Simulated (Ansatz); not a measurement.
`C[N]([SiH2]Cl)[GeH2][Cl]` at its PBE0-D4/def2-TZVP geometry, where that method's forces vanish. The species carries charge 0 and has multiplicity 1.

| atom | x (Å) | y (Å) | z (Å) |
| --- | --- | --- | --- |
| C1 | 1.077 | -1.047 | 0.289 |
| N2 | 0.097 | -0.013 | -0.036 |
| Si3 | 0.549 | 1.630 | 0.008 |
| Cl4 | 0.718 | 2.367 | 1.932 |
| Ge5 | -1.626 | -0.571 | -0.288 |
| Cl6 | -1.678 | -1.729 | -2.111 |
| H7 | 1.017 | -1.878 | -0.420 |
| H8 | 0.939 | -1.442 | 1.301 |
| H9 | 2.091 | -0.642 | 0.227 |
| H10 | -0.501 | 2.423 | -0.666 |
| H11 | 1.891 | 1.798 | -0.593 |
| H12 | -2.042 | -1.544 | 0.822 |
| H13 | -2.531 | 0.647 | -0.465 |

(1) For each bond, give half the difference of the two atoms' forces along it (eV/Å; positive pushes the atoms apart) under PBE-D4, r2SCAN-D4, B3LYP-D4, ωB97M-V in def2-TZVPP. (Estimate.)

Results:

(1) Ansatz gave: 
```csv
bond,length (Å),PBE-D4,r2SCAN-D4,B3LYP-D4,ωB97M-V
C1–N2,1.462,0.01,0.23,0.22,0.27
C1–H7,1.094,0.09,-0.05,-0.10,-0.09
C1–H8,1.095,0.09,-0.06,-0.08,-0.10
C1–H9,1.093,0.10,-0.05,-0.10,-0.09
N2–Si3,1.705,0.10,-0.02,-0.03,0.01
N2–Ge5,1.828,0.17,0.02,0.13,0.00
Si3–Cl4,2.067,0.14,0.05,0.22,0.09
Si3–H10,1.478,0.02,-0.05,-0.14,-0.14
Si3–H11,1.480,0.05,-0.04,-0.14,-0.16
Ge5–Cl6,2.160,0.21,0.05,0.26,0.05
Ge5–H12,1.533,0.03,-0.06,-0.08,-0.11
Ge5–H13,1.528,0.00,-0.07,-0.10,-0.10
```

B3LYP here is the variant with VWN-RPA as its local correlation; programs differ in this.
